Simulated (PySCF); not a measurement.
## Working with the constants of CaCl⁺

RHF-CCSD(T) constants of CaCl⁺, ¹Σ⁺ (singlet), closed shell (Ca x2c-SVPall, Cl x2c-SVPall; spin-free X2C with a Gaussian nucleus (PySCF 2.14); masses 39.9626 and 34.9689 u):

```
ωe              : 437.1 cm⁻¹
ωexe            : 1.35 cm⁻¹
Be              : 0.16095 cm⁻¹
αe              : 0.000730 cm⁻¹
D (centrifugal) : 8.73e-08 cm⁻¹
De to Ca⁺ + Cl  : 3.68 eV
```

Q: Estimate the standard entropy (1 bar) and heat capacity of the ideal gas at 1000 K, rigid rotor with B0 and harmonic oscillator at the fundamental.

A: Translation (Sackur–Tetrode, M = 74.93 u): 187.8 J/(mol K). Rotation: q = kT/(σB0) = 4330 with σ = 1, 77.9. Vibration: x = hcν0/kT = 0.625, 12.36. S° = 278.1 J/(mol K); Cp = 7R/2 + 8.05 = 37.1 J/(mol K).

Correlated steps freeze 10 core orbitals. Correlated levels converge slowly with the basis: in double zeta they bind strong bonds too weakly, by up to about 1 eV, and carry superposition errors of some tenths. For an ion De counts to the pair picked by the measured ionisation energies or electron affinities, which need not be the lowest pair at this level. Where the molecule has an RHF reference, its open-shell atoms are computed with UHF.
